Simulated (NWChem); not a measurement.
System: C₄H₇Cl; SMILES Cl[C@H]1[C@H](C)C1

Excerpt of the output:

```
             Northwest Computational Chemistry Package (NWChem) 7.3.0
             --------------------------------------------------------

                             Geometry "geometry" -> ""
                             -------------------------

 Output coordinates in angstroms (scale by  1.889725989 to convert to a.u.)

  No.       Tag          Charge          X              Y              Z
 ---- ---------------- ---------- -------------- -------------- --------------
    1 C                    6.0000     0.68630600     2.25746000     0.07167400
    2 C                    6.0000     0.09855600     0.96779200    -0.43446900
    3 C                    6.0000    -1.29025100     0.52798400    -0.04942100
    4 C                    6.0000    -0.09643300    -0.19168200     0.48827800
    5 Cl                  17.0000     0.26145200    -1.82540800    -0.06442000
    6 H                    1.0000     1.78695200     2.22293800     0.07095100
    7 H                    1.0000     0.35738800     2.46933000     1.10098300
    8 H                    1.0000     0.37505800     3.10712800    -0.55619000
    9 H                    1.0000     0.39993300     0.68466400    -1.44880800
   10 H                    1.0000    -1.86438600     1.14533600     0.64866800
   11 H                    1.0000    -1.88972900     0.00951400    -0.80166200
   12 H                    1.0000     0.16072500    -0.06751900     1.54369200

 Effective nuclear repulsion energy (a.u.)     216.6639762569

                              NWChem Property Module
                              ----------------------

                                 NWChem DFT Module
                                 -----------------

 Summary of "ao basis" -> "ao basis" (spherical)
 ------------------------------------------------------------------------------
       Tag                 Description            Shells   Functions and Types
 ---------------- ------------------------------  ------  ---------------------
 C                           6-31g*                  6       14   3s2p1d
 Cl                          6-31g*                  8       18   4s3p1d
 H                           6-31g*                  2        2   2s

            General Information
            -------------------
          SCF calculation type: DFT
          Wavefunction type:  closed shell.
          No. of atoms     :    12
          No. of electrons :    48
           Alpha electrons :    24
            Beta electrons :    24
          Charge           :     0
          Spin multiplicity:     1
          Use of symmetry is: off; symmetry adaption is: off
          Maximum number of iterations: 150
          AO basis - number of functions:    88
                     number of shells:    46
          Convergence on energy requested:  1.00D-06
          Convergence on density requested:  1.00D-05
          Convergence on gradient requested:  5.00D-04

              XC Information
              --------------
                         B3LYP Method XC Potential
                     Hartree-Fock (Exact) Exchange  0.200
                        Slater Exchange Functional  0.800 local
                    Becke 1988 Exchange Functional  0.720 non-local
              Lee-Yang-Parr Correlation Functional  0.810
                  VWN I RPA Correlation Functional  0.190 local

             Grid Information
             ----------------
          Grid used for XC integration:  medium
          Radial quadrature: Mura-Knowles
          Angular quadrature: Lebedev.
          Tag              B.-S. Rad. Rad. Pts. Rad. Cut. Ang. Pts.
          ---              ---------- --------- --------- ---------
          C                   0.70       49          11.0       434
          Cl                  1.00       88          12.0       590
          H                   0.35       45          12.0       434
          Grid pruning is: on
          Number of quadrature shells:   599
          Spatial weights used:  Erf1

      Superposition of Atomic Density Guess
      -------------------------------------

 Sum of atomic energies:        -613.57922708

      Non-variational initial energy
      ------------------------------

 Total energy =    -616.748860
 1-e energy   =   -1270.981345
 2-e energy   =     437.568509
 HOMO         =      -0.292066
 LUMO         =       0.066932

   convergence    iter        energy       DeltaE   RMS-Dens  Diis-err
 ---------------- ----- ----------------- --------- --------- ---------
 d= 0,ls=0.0,diis     1   -616.7405850517 -8.33D+02  9.46D-03  4.90D-01
 d= 0,ls=0.0,diis     2   -616.7616009365 -2.10D-02  7.04D-03  3.11D-01
 d= 0,ls=0.0,diis     3   -616.7923698367 -3.08D-02  2.21D-03  6.46D-02
 d= 0,ls=0.0,diis     4   -616.8006605685 -8.29D-03  1.86D-04  2.21D-04
 d= 0,ls=0.0,diis     5   -616.8006846373 -2.41D-05  6.68D-05  3.48D-05
  Resetting Diis
 d= 0,ls=0.0,diis     6   -616.8006887810 -4.14D-06  1.83D-05  4.46D-06
 d= 0,ls=0.0,diis     7   -616.8006893323 -5.51D-07  5.90D-06  1.23D-07

         Total DFT energy =     -616.800689332278
      One electron energy =    -1275.089053820884
           Coulomb energy =      494.262389883962
    Exchange-Corr. energy =      -52.638001652254
 Nuclear repulsion energy =      216.663976256898

 Numeric. integr. density =       47.999964203464

[...]

 DFT Linear Response polarizability / au
 Frequency  =       0.0773000 / au
 Wavelength =     589.4353558 / nm
              X              Y              Z
 -----------------------------------------------
 X      46.1919835     -1.3628487     -0.4953373
 Y      -1.3628230     62.8705106      1.9940698
 Z      -0.4953202      1.9940867     42.4970801
 -----------------------------------------------
 Eigenvalues =      46.1100007     63.1799740     42.2695996
 Isotropic   =      50.5198581
 Anisotropic =      19.2792171
 -----------------------------------------------

 Magnetic Dipole Response Matrix (nonzero elements):
```

Level: B3LYP/6-31G* (spherical d). All runs use the structure optimised with PBE0/def2-SVP. Not confirmed as a minimum by frequencies.

**Question.** Which NWChem input produces such a log?

**Answer.** One answer among several that fit: the input that was run:
```
start job
memory heap 200 mb stack 900 mb global 1100 mb
geometry units angstroms noautosym nocenter noautoz
  C      0.686306     2.257460     0.071674
  C      0.098556     0.967792    -0.434469
  C     -1.290251     0.527984    -0.049421
  C     -0.096433    -0.191682     0.488278
  Cl     0.261452    -1.825408    -0.064420
  H      1.786952     2.222938     0.070951
  H      0.357388     2.469330     1.100983
  H      0.375058     3.107128    -0.556190
  H      0.399933     0.684664    -1.448808
  H     -1.864386     1.145336     0.648668
  H     -1.889729     0.009514    -0.801662
  H      0.160725    -0.067519     1.543692
end
basis spherical
  C library 6-31g*
  Cl library 6-31g*
  H library 6-31g*
end
dft
  xc b3lyp
  iterations 150
end
property
  response 1 0.0773
end
task dft property
```
